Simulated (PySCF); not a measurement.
A series of related molecules.

All values: wB97X-D/def2-SVPD (PySCF) at PBE0-D3(BJ)/def2-SVP geometries, gas phase, one conformer each. Core orbitals are frozen in the response; Δα² is half the sum of the squared differences of the principal polarisabilities. The calculation is non-relativistic, for germanium too.

Problem. Rank by vertical ionisation energy (ΔSCF), lowest first.
A. `ClB(Cl)C1=C[CH2][GeH2][CH2]1`
B. `OB(O)C1=C[CH2][GeH2][CH2]1`
C. `C1=C(C2CCC2)[CH2][GeH2][CH2]1`
D. `CC#CC1=C[CH2][GeH2][CH2]1`
E. `C1(F)=C[CH2][GeH2][CH2]1`
F. `CC(C)OC1=C[CH2][GeH2][CH2]1`

Solution. F (7.98 eV), D (8.14 eV), C (8.49 eV), B (8.85 eV), E (9.08 eV), A (9.49 eV).

Problem. Rank by polarisability anisotropy Δα, lowest first.
A. `[CH:1]1=[C:2]([CH:3]2[CH2:4][CH2:5][CH2:6]2)[CH2:7][GeH2:8][CH2:9]1` with C1–C2–C3–C4 -11°, C2–C3–C4–C5 -143°, C3–C4–C5–C6 20°, C4–C5–C6–C3 -19°, C1–C2–C7–Ge8 3°
B. `ClB(Cl)C1=C[CH2][GeH2][CH2]1`
C. `[SiH3:1][CH2:2][C:3]1=[CH:4][CH2:5][GeH2:6][CH2:7]1` with Si1–C2–C3–C4 -98°
D. `CC#CC1=C[CH2][GeH2][CH2]1`
E. `[CH3:1][CH:2]([CH3:3])[O:4][C:5]1=[CH:6][CH2:7][GeH2:8][CH2:9]1` with C1–C2–O4–C5 79°, C2–O4–C5–C6 1°
F. `FC1=C[CH2][GeH2][CH2]1`

Solution. F (3.21 Å³), C (5.66 Å³), E (5.94 Å³), A (6.34 Å³), B (7.94 Å³), D (11.67 Å³).

Problem. Rank by HOMO energy, lowest first.
A. `CC#CC1=C[CH2][GeH2][CH2]1`
B. `[GeH2]1[CH2]C=C([CH2]1)C[SiH3]`
C. `CC(C)OC1=C[CH2][GeH2][CH2]1`
D. `FC1=C[CH2][GeH2][CH2]1`
E. `ClB(Cl)C1=C[CH2][GeH2][CH2]1`

Solution. E (-9.49 eV), D (-8.83 eV), B (-8.44 eV), A (-8.11 eV), C (-7.98 eV).

All values together:

```json
{"SMILES": "FC1=C[CH2][GeH2][CH2]1", "formula": "C4H7FGe", "μ (D)": "1.54", "HOMO (eV)": "-8.83", "LUMO (eV)": "1.91", "α (Å³)": "11.09", "Δα (Å³)": "3.21", "electrons": "72", "α per electron (Å³)": "0.154", "ΔSCF removal energy (eV)": "9.08"}
{"SMILES": "CC#CC1=C[CH2][GeH2][CH2]1", "formula": "C7H10Ge", "μ (D)": "0.56", "HOMO (eV)": "-8.11", "LUMO (eV)": "1.31", "α (Å³)": "17.33", "Δα (Å³)": "11.67", "electrons": "84", "α per electron (Å³)": "0.206", "ΔSCF removal energy (eV)": "8.14"}
{"SMILES": "CC(C)OC1=C[CH2][GeH2][CH2]1", "formula": "C7H14GeO", "μ (D)": "1.26", "HOMO (eV)": "-7.98", "LUMO (eV)": "2.05", "α (Å³)": "17.30", "Δα (Å³)": "5.94", "electrons": "96", "α per electron (Å³)": "0.180", "ΔSCF removal energy (eV)": "7.98"}
{"SMILES": "C1=C(C2CCC2)[CH2][GeH2][CH2]1", "formula": "C8H14Ge", "μ (D)": "0.57", "HOMO (eV)": "-8.51", "LUMO (eV)": "2.04", "α (Å³)": "17.79", "Δα (Å³)": "6.34", "electrons": "94", "α per electron (Å³)": "0.189", "ΔSCF removal energy (eV)": "8.49"}
{"SMILES": "[SiH3]CC1=C[CH2][GeH2][CH2]1", "formula": "C5H12GeSi", "μ (D)": "0.68", "HOMO (eV)": "-8.44", "LUMO (eV)": "1.86", "α (Å³)": "17.17", "Δα (Å³)": "5.66", "electrons": "88", "α per electron (Å³)": "0.195", "ΔSCF removal energy (eV)": "8.43"}
{"SMILES": "ClB(Cl)C1=C[CH2][GeH2][CH2]1", "formula": "C4H7BCl2Ge", "μ (D)": "2.40", "HOMO (eV)": "-9.49", "LUMO (eV)": "-0.24", "α (Å³)": "17.26", "Δα (Å³)": "7.94", "electrons": "102", "α per electron (Å³)": "0.169", "ΔSCF removal energy (eV)": "9.49"}
{"SMILES": "OB(O)C1=C[CH2][GeH2][CH2]1", "formula": "C4H9BGeO2", "μ (D)": "2.54", "HOMO (eV)": "-8.77", "LUMO (eV)": "1.19", "α (Å³)": "14.34", "Δα (Å³)": "5.88", "electrons": "86", "α per electron (Å³)": "0.167", "ΔSCF removal energy (eV)": "8.85"}
```

Conformers: `[CH3:1][CH:2]([CH3:3])[O:4][C:5]1=[CH:6][CH2:7][GeH2:8][CH2:9]1` with C1–C2–O4–C5 79°, C2–O4–C5–C6 1°; `[CH:1]1=[C:2]([CH:3]2[CH2:4][CH2:5][CH2:6]2)[CH2:7][GeH2:8][CH2:9]1` with C1–C2–C3–C4 -11°, C2–C3–C4–C5 -143°, C3–C4–C5–C6 20°, C4–C5–C6–C3 -19°, C1–C2–C7–Ge8 3°; `[SiH3:1][CH2:2][C:3]1=[CH:4][CH2:5][GeH2:6][CH2:7]1` with Si1–C2–C3–C4 -98°; `[OH:1][B:2]([OH:3])[C:4]1=[CH:5][CH2:6][GeH2:7][CH2:8]1` with H–O1–B2–O3 0°, O1–B2–O3–H 0°.

Problem. By how much does the ΔSCF value exceed −ε(HOMO) over the species that have both?

Solution. By -0.02 to 0.25 eV, 0.05 eV on average, over 7 species.
